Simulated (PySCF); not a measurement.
1,1-dimethylcyclopropane (C5H10), SMILES C1(CC1)(C)C. Geometry optimised at PBE-D3(BJ)/def2-SVP.

Problem. Give the equilibrium geometry at PBE-D3(BJ)/def2-SVP (PySCF confirms it by a frequency run) as Cartesian coordinates in Å, and its point group. (An estimate is asked for; the answer gives what the named calculation found.)

Solution. point group C2v.
```xyz
15

C      0.0000     1.2761    -0.9742
C      0.0000     0.0000    -0.1517
C      0.0000    -1.2761    -0.9742
C     -0.7573     0.0000     1.1609
C      0.7573     0.0000     1.1609
H     -0.8963     1.3297    -1.6283
H      0.0000     2.1774    -0.3287
H      0.8963     1.3297    -1.6283
H      0.0000    -2.1774    -0.3287
H     -0.8963    -1.3297    -1.6283
H      0.8963    -1.3297    -1.6283
H     -1.2770    -0.9243     1.4602
H     -1.2770     0.9243     1.4602
H      1.2770    -0.9243     1.4602
H      1.2770     0.9243     1.4602
```
Charge 0, spin multiplicity 1.
